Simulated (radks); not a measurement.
Question: Ionisation ladder of cadmium, from Cd XLV to Cd XLVIII. Each ion is in the ground configuration listed by NIST, and IE = E(next ion) - E(this ion), with E = 0 for the bare nucleus. All-electron calculation, scalar-relativistic Kohn-Sham, PBEsol, spin-polarised, spherical densities, finite nucleus; open shells are filled with parallel spins first (spin-orbit coupling, left out, can overturn this in heavy ions); Fermi nuclear charge, rms radius 4.6087 fm. Program: a radial shooting solver on a logarithmic mesh with Libxc functionals.

species    configuration  IE, Delta-SCF (eV)  -e(HOMO) (eV)   HOMO  <r> HOMO (bohr)
Cd XLV          [He] 2s2                   ?         7341.7     2s            0.124
Cd XLVI         [He] 2s1              7615.3         7539.4  2s up            0.123
Cd XLVII            [He]                   ?          31187     1s           0.0302
Cd XLVIII            1s1               32346          32034  1s up           0.0300

Estimate the withheld Delta-SCF values.

Answer: Cd XLV: 7416.8 eV (NIST 7414); Cd XLVII: 31495 eV (NIST 31451.1).
